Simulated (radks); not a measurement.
Neutral erbium inside a hard spherical wall (all orbitals vanish at R), configuration held at [Xe] 4f12 6s2 and not refilled when levels cross. Calculated with a radial shooting solver on a logarithmic mesh with Libxc functionals: scalar-relativistic Kohn-Sham, PBEsol, spin-unpolarised, spherical densities, finite nucleus; Fermi nuclear charge, rms radius 5.2516 fm. Eigenvalues in eV, with the zero of energy where the potential of the charges vanishes at infinity; a dash marks a level that is unbound or too diffuse for the functional's potential to be trusted. A positive occupied level is held by the wall or, in an anion where self-interaction has pushed it up, behind a barrier. The pressure on the wall is -dE/dV.

\begin{tabular}{lrrrrrrrrr}
R (bohr) & E (hartree) & kinetic (hartree) & e(5s) & e(5p) & e(6s) & e(4f) & e(6p, empty) & e(5d, empty) & pressure (GPa) \\ \hline
free & -13080.8476 & 14177.832 & -51.892 & -26.421 & -3.849 & -3.187 & -1.114 & -0.932 & 0 \\
10 & -13080.8455 & 14177.851 & -51.751 & -26.281 & -3.738 & -3.049 & -0.778 & -0.772 & 0.0483 \\
8 & -13080.8330 & 14177.932 & -51.288 & -25.824 & -3.319 & -2.596 & 0.069 & -0.301 & 0.507 \\
7 & -13080.8100 & 14178.053 & -50.728 & -25.277 & -2.719 & -2.047 & 1.146 & 0.278 & 1.70 \\
6 & -13080.7500 & 14178.319 & -49.747 & -24.329 & -1.423 & -1.072 & 3.314 & 1.356 & 6.11 \\
5 & -13080.5851 & 14178.965 & -48.015 & -22.686 & 1.585 & 0.701 & 8.019 & 3.439 & 25.2 \\
4 & -13080.0598 & 14180.941 & -44.555 & -19.428 & 9.692 & 4.469 & 19.696 & 8.074 & 138 \\
3.5 & -13079.3617 & 14183.586 & -41.210 & -16.175 & 19.112 & 8.337 & 32.299 & 12.871 & 383 \\
3 & -13077.7790 & 14189.530 & -35.288 & -10.048 & 37.851 & 15.458 & 55.830 & 21.804 & 1240 \\
1.5 & -13015.9730 & 14383.297 & 97.548 & 144.88 & 463.21 & 133.44 & 519.16 & 218.11 & 184000 \\
\end{tabular}
